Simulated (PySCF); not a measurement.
Working out the ionisation energy of Sn⁺

Sn⁺ [Kr] 4d10 5s2 5p1 (2P) → Sn²⁺ [Kr] 4d10 5s2 (1S). Calculation: PySCF 2.14, in def2-TZVP with the def2 core potential (28 electrons); a scalar-relativistic core potential. Frozen: 4s2 4p6 4d10. Energies in hartree (1 hartree = 27.21139 eV):

```tsv
part	Sn⁺ (lower)	Sn²⁺ (upper)
UHF	-213.088035	-212.582715
CCSD correlation	-0.044011	-0.034501
(T)	-0.000653	0.000000
```

Question: What does Hartree-Fock give?

Answer: (-212.582715) − (-213.088035) = 0.505320 hartree = 13.750 eV.

Question: What do CCSD and CCSD(T) give?

Answer: The CCSD correlation energies differ by 0.009510 hartree = 0.259 eV and the triples by 0.000653 hartree = 0.018 eV, so CCSD gives 14.009 eV and CCSD(T) 14.027 eV.

Measured between the centres of the two terms (NIST): 14.282 eV, so CCSD(T) (valence) is off by -0.255 eV.

What remains against the reference includes basis incompleteness, the frozen core and higher excitations.
